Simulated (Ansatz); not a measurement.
`CC[SiH2]Br` + H₂Te → `CC[TeH]` + `[SiH3]Br` at 600 K and 1 bar (substitution at a C–Si bond).

Isolated molecules relaxed with PBE0-D4/def2-TZVP in Ansatz; ΔE leaves out vibrations. CBS: MP2 limit from def2 TZ/QZ plus the TZ coupled-cluster correction, frozen cores. Elements past krypton have def2 core potentials. For Br, Te outer-core shells are correlated without core-valence functions, which leaves a few kJ/mol of doubt a bond. Scalar relativity is left out up to krypton. Each species was taken in one conformer, which may not be the lowest.

| species | CCSD(T)/CBS energy (Eh) | H − E (kJ/mol) | S (J/(mol·K)) |
| --- | --- | --- | --- |
| `CC[SiH2]Br` | -2942.77097 | 277.8 | 431.3 |
| H₂Te | -268.91024 | 52.9 | 255.0 |
| `CC[TeH]` | -347.43450 | 234.4 | 378.8 |
| `[SiH3]Br` | -2864.23411 | 98.8 | 307.3 |

H − E and S are ideal-gas, rigid-rotor, harmonic terms from PBE0-D4/def2-TZVP, for one conformer and one mirror image of each species. 1 Eh = 2625.50 kJ/mol, R = 8.31446 J/(mol·K).

Problem. By hand: ΔE, ΔH, ΔS and ΔG.

Solution. ΔE = (-347.43450) + (-2864.23411) − (-2942.77097) − (-268.91024) = 0.01260 Eh = 33.1 kJ/mol. Δ(H − E) = 234.4 + 98.8 − 277.8 − 52.9 = 2.5, so ΔH = 35.6 kJ/mol. ΔS = 378.8 + 307.3 − 431.3 − 255.0 = -0.2 J/(mol·K). ΔG = 35.6 − 600 × (-0.2)/1000 = 35.7 kJ/mol.

Problem. By hand: the equilibrium constant, and the temperature at which ΔG would vanish if ΔH and ΔS stayed fixed.

Solution. log₁₀ K = −ΔG/(RT ln 10) = -3.1. ΔH and −TΔS have one sign here, so there is no such temperature. One of them is within its doubt of zero, so this could turn.

The number of gas molecules stays the same, so ΔS is small and ΔH decides. A doubt of 5 kJ/mol in ΔE shifts log₁₀ K by 0.4 here. Other conformers and mirror images would add mixing entropy, several J/(mol·K) or more a flexible species. These are equilibria of isolated gas molecules and say nothing of rates. Largest T1 diagnostic: 0.010 (customary marks: 0.02 for closed shells, 0.045 for open ones).
